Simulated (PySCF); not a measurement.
F3H3SiSn, SMILES [Sn]([F])([SiH3])([F])[F].

Geometry: B3LYP-D3(BJ)/def2-SVP. The structure was generated by enumeration; whether it is a known compound was not checked. The def2 effective core potentials stand for the cores of Sn; spin–orbit coupling is left out.

Two levels are set side by side: PBE/def2-TZVP (PySCF) and PBE0/def2-TZVP (PySCF). Same geometry, gas phase. Differences are taken from unrounded values.

```tsv
quantity	PBE
orbital gap (eV)	5.11
highest occupied level (eV)	-8.29
lowest empty level (eV)	-3.18
dipole moment (D)	5.53
mean polarisability (bohr³)	67.2
```

Q: These are the PBE values. What does PBE0 give? (An estimate is asked for; the answer gives what the named calculation found.)

A: 
```csv
quantity,PBE0,PBE minus PBE0
orbital gap (eV),7.40,-2.29
highest occupied level (eV),-9.67,1.38
lowest empty level (eV),-2.27,-0.91
dipole moment (D),5.82,-0.29
mean polarisability (bohr³),63.5,3.6
```

PBE's occupied levels lie high since its potential decays too fast outside the molecule; exact exchange lowers them and widens the gap. PBE's more diffuse valence density responds more strongly to a field. Differences between two approximate levels are no errors against the true value.

Rough cost on one machine, each run with all the roots and properties that it gave: PBE0 against PBE within a factor of 2.
